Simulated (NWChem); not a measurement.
System: LaF3; SMILES [F][La]([F])[F]

Results from NWChem. Medium grid unless said otherwise, to which SCAN and Minnesota functionals are sensitive. Geometry: optimised at PBE0/def2-SVP. def2 effective core potentials on La; no spin-orbit coupling.

### Question
Order these by “highest occupied level (eV)”, lowest first: B3LYP/def2-SVP; M06/def2-SVP; M06-L/def2-SVP.

### Answer
M06/def2-SVP (-9.81), B3LYP/def2-SVP (-9.30), M06-L/def2-SVP (-8.06)
